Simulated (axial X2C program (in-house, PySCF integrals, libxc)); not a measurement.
## GeO: cheaper levels and CCSD(T), with spin–orbit coupling

Calculated with an in-house all-electron X2C program for linear molecules (integrals from PySCF). Two-component (2c) means X2C with spin–orbit coupling and atomic mean-field two-electron Coulomb and Gaunt terms. Basis: Ge dyall-cv3z [9s9p7d4f1g], O dyall-av3z [7s6p3d2f] (cores contracted in-house); Gaussian nuclei, density fitting, unrestricted open shells. Masses: Ge 73.921 u, O 15.995 u.

State: Ω = 0 (closed shell); fragments Ge + O.

```tsv
level	Re (Å)	ωe (cm⁻¹)
PBE0	1.616	1025.7
HF	1.587	1135.6
CCSD	1.624	1025.2
PBE	1.641	953.3
```

Correlated methods: 10 electrons correlated (number of frozen shells: Ge 3 s, 2 p, 1 d; O 1 s), 234 virtual spin orbitals or spinors in MP2, 90 natural virtuals in coupled cluster.

CCSD(T), same Hamiltonian and basis:

Re = 1.638 Å, ωe = 972.1 cm⁻¹; T1 = 0.031 (Lee–Taylor normalisation).

(1) Give the differences from CCSD(T) in the columns below.

One determinant describes the state; a PBE0 search over occupations chose it and may have missed a lower one. The closed shell is kept restricted, so the energy runs too high when the bond is stretched far. De is not given where an atomic determinant may have missed its ground term or J level, or where the truncated virtual space spoils (T). Coupled cluster ran in a truncated set of natural virtual spinors; the MP2 energy of the rest was added. (T) has no such correction and the atoms are truncated less, which lowers De at CCSD(T) by a hundredth of an eV or more. The functionals have no current-density term, which raises determinants with orbital currents, atoms included. The T1 diagnostic is large, a sign of multireference character. With the outer-core shells frozen, correlated bond lengths of heavy atoms tend to come out a few hundredths of an ångström too long.

## Answers

(1) 

```tsv
level	ΔRe (Å)	Δωe (cm⁻¹)
PBE0	-0.022	54
HF	-0.051	163
CCSD	-0.014	53
PBE	0.003	-19
```
